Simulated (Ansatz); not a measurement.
A run for Ansatz (a program for electronic structure): U-PBE/aug-cc-pV(T+d)Z on BeClH (SMILES [BeH][Cl]), a point of a bond scan (R = 1.625 Å). Files ending in .json are basis or fitting sets from the Basis Set Exchange.

Ansatz 0.2 input:
```yaml
crystal:
  periodic: [false, false, false]
  atoms:
    - {symbol: Be, position_ang: [-0.00000000, -0.00000000, -1.33527396]}
    - {symbol: H, position_ang: [-0.00000000, -0.00000000, -2.65794482]}
    - {symbol: Cl, position_ang: [0.00000000, 0.00000000, 0.28995122]}
basis:
  gaussian:
    orbitals: aug-cc-pV_T+d_Z.json
hamiltonian:
  xc: {name: PBE}
magnetization: {spin_polarized: true, initial_magnetization: 0}
```

Program output:

```
WARN ansatz: RAYON_NUM_THREADS=1 ignored (pool sized by the plan → 1); use --threads N
Functional definition: PBE
integrals: 0.03 GiB planned
628 factors; their error is unknown
mean field: 0.38 GiB planned
mean field evaluation 1: about -12934.7939 eV, gradient 1.4e1 eV
mean field evaluation 2: about -12935.0764 eV, gradient 1.3e1 eV
mean field evaluation 4: about -12935.9193 eV, gradient 8.1e-1 eV
mean field evaluation 8: about -12935.8883 eV, gradient 2.4e-1 eV
mean field evaluation 16: about -12935.8884 eV, gradient 2.7e-5 eV
mean field -12935.88842354 eV, -475.3851313048 hartree, gradient 2.7e-5 eV, S^2 0.000000; 0 other end points of the search recorded, 0 dependent functions left out
reference -12935.88847112 eV, -475.3851330535 hartree; 11, 11 occupied and 113, 113 virtual orbitals, 628 factors
Total energy: -12935.88847112 eV, -475.3851330535 hartree
```

The run converged.

Cost: around 1.8 core-seconds (rough).
